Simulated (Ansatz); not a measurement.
Relaxation of Al12P12⁺, a nanocrystal cut from wurtzite AlP (bare) with UKS r2SCAN-D4/def2-SVP.

```sh
$ ansatz run in.yaml --threads 2 --pin off --events-out ev --progress --plain --max-ram 22528MiB --backend cuda --devices 0, --max-vram 18GiB
```

```yaml
crystal:
  periodic: [false, false, false]
  atoms:
    - {symbol: P, position_ang: [-0.012502, -2.530533, -3.655385]}
    - {symbol: Al, position_ang: [-1.646314, -0.941007, -3.310122]}
    - {symbol: Al, position_ang: [-0.006157, -2.136831, -1.255747]}
    - {symbol: P, position_ang: [-2.289487, -1.316504, -1.109921]}
    - {symbol: P, position_ang: [-0.000933, -2.639371, 1.113749]}
    - {symbol: Al, position_ang: [-1.848932, -1.065670, 1.258021]}
    - {symbol: Al, position_ang: [0.004017, -1.891450, 3.312755]}
    - {symbol: P, position_ang: [-2.187284, -1.263709, 3.657830]}
    - {symbol: P, position_ang: [-2.199666, 1.271502, -3.647249]}
    - {symbol: Al, position_ang: [-1.850670, 1.071170, -1.249273]}
    - {symbol: P, position_ang: [-2.281215, 1.322754, 1.119912]}
    - {symbol: Al, position_ang: [-1.628313, 0.946824, 3.317063]}
    - {symbol: Al, position_ang: [1.628217, -0.946439, -3.317821]}
    - {symbol: P, position_ang: [2.280488, -1.323142, -1.120580]}
    - {symbol: Al, position_ang: [1.851872, -1.071955, 1.250411]}
    - {symbol: P, position_ang: [2.198572, -1.270543, 3.649304]}
    - {symbol: P, position_ang: [2.186625, 1.264293, -3.658243]}
    - {symbol: Al, position_ang: [-0.004633, 1.891661, -3.312314]}
    - {symbol: Al, position_ang: [1.849259, 1.065549, -1.258194]}
    - {symbol: P, position_ang: [0.002510, 2.639531, -1.113211]}
    - {symbol: P, position_ang: [2.290617, 1.314593, 1.110066]}
    - {symbol: Al, position_ang: [0.006277, 2.135917, 1.254971]}
    - {symbol: Al, position_ang: [1.645742, 0.941761, 3.310097]}
    - {symbol: P, position_ang: [0.011900, 2.531590, 3.653893]}
basis:
  gaussian: {orbitals: def2-SVP, fitting: {mean_field: def2-universal-jkfit}}
total_charge: 1
magnetization: {spin_polarized: true, initial_magnetization: 1}
hamiltonian: {xc: r2scan, dispersion: d4}
scf: {lower_state_search: "off"}
output: {orbitals: {seedname: orbitals}}
relax: {f_tol: 0.03, max_steps: 70}
```

Run time 34 s (2 threads of AMD EPYC 7R13 on a shared host and a share (18 GiB) of an NVIDIA H100 80GB HBM3), peak host memory 1.1 GiB.

Positions (Å) and forces (eV/Å) at steps 1, 2, 4 of 4:

```xyz
24
step=1 energy=-190569.9302 eV
P    -0.013   -2.531   -3.655   -0.035    0.060    0.084
Al   -1.646   -0.941   -3.310    0.095   -0.191   -0.213
Al   -0.006   -2.137   -1.256    0.282   -0.034   -0.095
P    -2.289   -1.317   -1.110   -0.085    0.032    0.198
P    -0.001   -2.639    1.114    0.067   -0.065   -0.195
Al   -1.849   -1.066    1.258   -0.174    0.235    0.082
Al    0.004   -1.891    3.313   -0.209   -0.015    0.213
P    -2.187   -1.264    3.658    0.069   -0.004   -0.084
P    -2.200    1.272   -3.647   -0.015    0.010    0.091
Al   -1.851    1.071   -1.249   -0.035    0.011    0.270
P    -2.281    1.323    1.120    0.155   -0.091   -0.219
Al   -1.628    0.947    3.317    0.032   -0.011    0.227
Al    1.628   -0.946   -3.318   -0.032    0.012   -0.229
P     2.280   -1.323   -1.121   -0.155    0.091    0.222
Al    1.852   -1.072    1.250    0.035   -0.012   -0.273
P     2.199   -1.271    3.649    0.017   -0.011   -0.093
P     2.187    1.264   -3.658   -0.068    0.003    0.084
Al   -0.005    1.892   -3.312    0.207    0.015   -0.213
Al    1.849    1.066   -1.258    0.174   -0.235   -0.084
P     0.003    2.640   -1.113   -0.068    0.065    0.195
P     2.291    1.315    1.110    0.085   -0.030   -0.197
Al    0.006    2.136    1.255   -0.283    0.034    0.095
Al    1.646    0.942    3.310   -0.095    0.193    0.214
P     0.012    2.532    3.654    0.037   -0.061   -0.082
24
step=2 energy=-190569.9829 eV
P     0.004   -2.550   -3.679   -0.075    0.008    0.045
Al   -1.632   -0.978   -3.304   -0.016    0.002   -0.092
Al    0.022   -2.153   -1.288    0.112   -0.003    0.006
P    -2.270   -1.328   -1.084   -0.008    0.050    0.007
P    -0.020   -2.628    1.085    0.044    0.017   -0.004
Al   -1.877   -1.047    1.287   -0.057    0.098   -0.001
Al   -0.034   -1.897    3.305    0.007   -0.016    0.092
P    -2.211   -1.258    3.679    0.046   -0.061   -0.043
P    -2.167    1.252   -3.587   -0.015    0.009   -0.013
Al   -1.834    1.060   -1.184    0.040   -0.026    0.034
P    -2.287    1.327    1.164   -0.001   -0.001   -0.224
Al   -1.641    0.956    3.375    0.072   -0.045    0.061
Al    1.641   -0.955   -3.376   -0.072    0.045   -0.061
P     2.286   -1.327   -1.165    0.002    0.002    0.227
Al    1.834   -1.061    1.185   -0.039    0.025   -0.037
P     2.166   -1.251    3.588    0.016   -0.010    0.012
P     2.210    1.258   -3.679   -0.046    0.061    0.044
Al    0.033    1.897   -3.304   -0.007    0.016   -0.092
Al    1.877    1.047   -1.288    0.058   -0.099    0.001
P     0.022    2.628   -1.085   -0.045   -0.017    0.004
P     2.271    1.326    1.084    0.007   -0.049   -0.008
Al   -0.023    2.152    1.287   -0.111    0.003   -0.005
Al    1.632    0.979    3.304    0.016   -0.002    0.092
P    -0.004    2.551    3.678    0.074   -0.008   -0.044
24
step=4 energy=-190569.9974 eV
P    -0.006   -2.547   -3.669    0.019   -0.006    0.003
Al   -1.643   -0.975   -3.318   -0.016    0.015   -0.007
Al    0.032   -2.151   -1.280   -0.001    0.000    0.010
P    -2.266   -1.323   -1.089    0.013   -0.003    0.000
P    -0.019   -2.623    1.093   -0.009    0.010   -0.001
Al   -1.879   -1.038    1.281    0.001   -0.002   -0.008
Al   -0.026   -1.906    3.320    0.021   -0.006    0.007
P    -2.204   -1.265    3.670   -0.014    0.014   -0.002
P    -2.174    1.257   -3.599   -0.002    0.001   -0.002
Al   -1.825    1.055   -1.195    0.020   -0.010   -0.004
P    -2.288    1.327    1.144   -0.021    0.014    0.016
Al   -1.627    0.947    3.367    0.013   -0.009    0.017
Al    1.626   -0.946   -3.368   -0.013    0.008   -0.017
P     2.287   -1.328   -1.144    0.022   -0.013   -0.015
Al    1.825   -1.056    1.195   -0.020    0.010    0.004
P     2.174   -1.256    3.600    0.002    0.000    0.002
P     2.203    1.266   -3.670    0.014   -0.014    0.002
Al    0.026    1.906   -3.320   -0.020    0.006   -0.007
Al    1.880    1.038   -1.281   -0.001    0.002    0.008
P     0.020    2.623   -1.092    0.008   -0.011    0.001
P     2.267    1.322    1.090   -0.013    0.004    0.000
Al   -0.032    2.150    1.280    0.001    0.000   -0.009
Al    1.643    0.975    3.318    0.016   -0.016    0.007
P     0.005    2.547    3.668   -0.019    0.005   -0.002
```

Single mean-field runs in def2-SVP are fitted with def2-universal-jkfit.
